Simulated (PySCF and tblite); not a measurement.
C4H4FNOS, numbered as in [CH3:1][S:2][c:3]1[cH:4][o:5][n:6][c:7]1[F:8].

Conformers came from 60 starts (ETKDG and KDG, MMFF94s, GFN2-xTB); geometries are GFN2-xTB. Free energies are PBE0-D3(BJ)/pcSseg-1 single points with GFN2-xTB rigid-rotor and vibrational terms (modes under about 100 cm⁻¹ blended into free rotors). Symmetry numbers and mirror images are counted. Conformers within 2.5 kcal/mol (GFN2-xTB free energy) were kept, 4 at most. GIAO shieldings: PBE0/pcSseg-1. Shifts are against TMS (¹H), TMS (¹³C), CFCl3 (¹⁹F), NH3 (¹⁵N) at the same level. Run with PySCF (density fitting) and tblite.

Q: What shifts does this protocol give at 298.15 K under fast conformational exchange?

A: ¹H: 7.80 (H4, 1H), 2.43 (H1, 3H) ppm. ¹³C: 179.1 (C7), 158.5 (C4), 117.1 (C3), 19.6 (C1) ppm. ¹⁹F: -146.6 (F8) ppm. ¹⁵N: 382.6 (N6) ppm.

Q: How do the conformers differ?

A: Torsions listed: C1–S2–C3–C4.
```
conformer  shape  weight %
        1     0°      85.9
        2   180°      14.1
```

| signal | 1 | 2 | average |
| --- | --- | --- | --- |
| H1 | 2.40 | 2.65 | 2.43 |
| H4 | 7.76 | 8.08 | 7.80 |
| C1 | 19.8 | 18.6 | 19.6 |
| C3 | 117.6 | 113.4 | 117.1 |
| C4 | 158.2 | 160.5 | 158.5 |
| C7 | 178.9 | 180.6 | 179.1 |
| F8 | -146.0 | -149.7 | -146.6 |
| N6 | 382.6 | 382.6 | 382.6 |

The minima are those of GFN2-xTB; planar forms about aryl–S or allylic bonds may be saddles in DFT. Unscaled ¹⁹F and ¹⁵N shifts at such levels can be off by tens of ppm; differences between conformers or isomers are more reliable. Shifts are unscaled: against experiment ¹³C can be off by 15 ppm or more and ¹H by 0.8 ppm.


¹⁵N shifts are against a computed isolated NH3 molecule, about 20 ppm from the liquid.

Conformer gaps in pcSseg-1 on xTB geometries can be 2 kcal/mol off for S=O, P=O and other polar bonds.